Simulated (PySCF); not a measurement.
Point-charge models of GeFH3 (`[F][GeH3]`) against its computed dipole.

Coordinates (PBE0-D3(BJ)/def2-SVP, Å) and charges (e) from the PBE0/pcSseg-1 (pcSseg-2 on Ge) density (PySCF):

```
atom       x       y       z  Mulliken      IAO  Hirshfeld  ESP-fitted
 Ge1   0.000   0.001  -0.086   +0.4574  +0.8324    +0.4300     +0.4777
  F2   0.009  -0.013   1.658   -0.4114  -0.5381    -0.2542     -0.3033
  H3   1.469   0.009  -0.533   -0.0153  -0.0981    -0.0587     -0.0579
  H4  -0.743   1.277  -0.508   -0.0153  -0.0981    -0.0587     -0.0588
  H5  -0.734  -1.273  -0.531   -0.0153  -0.0981    -0.0586     -0.0577
```

Q: What dipole does each set of charges give (1 e·Å = 4.803 D), and what does the density give?

A: The full density gives (-0.01, 0.02, -2.12) D, 2.12 D in size; dipole vectors point from the negative to the positive end.

```
    scheme     μx    μy     μz  size (D)  share of the full size (%)  angle to the full dipole (°)
  Mulliken  -0.02  0.03  -3.35      3.35                         158                             0
       IAO  -0.02  0.03  -3.89      3.89                         183                             0
 Hirshfeld  -0.01  0.01  -1.76      1.76                          83                             0
ESP-fitted  -0.01  0.01  -2.17      2.17                         103                             0
```

Q: Which set comes closest?

A: Length of the difference vector: ESP-fitted 0.05 D, Hirshfeld 0.36 D, Mulliken 1.23 D, IAO 1.77 D. Closest: ESP-fitted. ESP charges are fitted to the potential around the molecule, whose slowest-falling term is the dipole's. 

Q: What is left for the Hirshfeld atoms' own dipoles?

A: The Hirshfeld atoms' densities add up to the full density, so μ = Σ q r + Σ (atomic dipoles). The atomic dipoles sum to (-0.01, 0.02, -2.12) − (-0.01, 0.01, -1.76) = (0.00, 0.01, -0.36) D, 0.36 D in size.

Q: With the origin at the mean of the coordinates, (0.000, 0.000, 0.000) Å, which are the largest single terms, by size, of the Hirshfeld dipole along the direction of the full one?

A: F2 +2.02, Ge1 +0.18, H3 -0.15, H5 -0.15, H4 -0.15 D; all 5 atoms together +1.76 D. The single terms depend on the origin, their sum doesn't.

Q: Give the size of the full dipole in other units.

A: 2.12 D = 0.833 au = 0.441 e·Å = 7.07 × 10⁻³⁰ C·m.

Isolated species at its PBE0-D3(BJ)/def2-SVP geometry, gas phase. The calculation is non-relativistic, for germanium too.

These values come from a run that also computed NMR shieldings. Time: 7.3 s. Hardware: one thread, Arm Neoverse N1 (shared host).
